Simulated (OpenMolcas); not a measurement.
**Cr3+: moving the ligands**

Cr3+ with 6 ligands (fluoride) in tetragonal octahedral coordination (D4h) at 1.93 Å, the axial distance 2.026 Å. A charge of +0.5 e stands 2.4 Å behind each ligand. Ligand basis ANO-RCC-VDZP.
```
Cr    0.0000    0.0000    0.0000
F     1.9300    0.0000    0.0000
F     0.0000    1.9300    0.0000
F    -1.9300    0.0000    0.0000
F     0.0000   -1.9300    0.0000
F     0.0000    0.0000    2.0265
F     0.0000    0.0000   -2.0265
```

| Property | Result |
| --- | --- |
| Program | OpenMolcas |
| Method | SS-CASPT2, IPEA 0.25 Eh, imaginary shift 0.1 Eh (closed shells correlated: 3s 3p and the ligand valence shells) |
| Basis | ANO-RCC-VTZP [6s5p3d2f1g] |
| Scalar Hamiltonian | DKH2, point nucleus |
| Active space | 3 electrons in 5 orbitals (3d) |
| State averaging | 2S+1 = 4 even, 10 roots; 2S+1 = 2 even, 40 roots |
| Spin-orbit coupling | state interaction with AMFI integrals over the reference wave functions |

Runs around this geometry, states (labels of D4, the rotations of D4h). Energies in cm-1 above the lowest state or level, χT in cm3 K/mol.

```tsv
R (Å)	Axial / equatorial distance	Ground state	First state of that spin	First gap with spin-orbit (degeneracies)	χT at 300 K	First state of another spin
1.8	1.05	4B1	4E 18100	0 (2, 2)	1.844	2A1 14810
1.93	1.05	4B1	4E 12950	0 (2, 2)	1.828	2A1 14950
1.93	1.103	4B1	4E 10910	1 (2, 2)	1.822	2A1 14820
```

Taking the first state of the same spin as R^-n, n = -ln(12950 / 18100) / ln(1.93 / 1.8) = 4.8 between the shortest and longest distance.

Over all roots computed the reference weight is 0.71 to 0.72 in R = 1.8 in ratio = 1.05, 0.71 to 0.72 in R = 1.93 in ratio = 1.05, 0.70 to 0.72 in R = 1.93 in ratio = 1.103; a low but even weight reflects the number of correlated electrons. Ligand-to-metal charge-transfer states are missing. With no ligand orbital active B as a rule stays too high, so bands that hang on it stand too high and its fall with covalency is understated. With one d shell and no ligand orbital active, 10Dq can be off by a tenth or more. No measured value stands beside these numbers; the geometry was imposed, not optimised, and the real ion may take another.
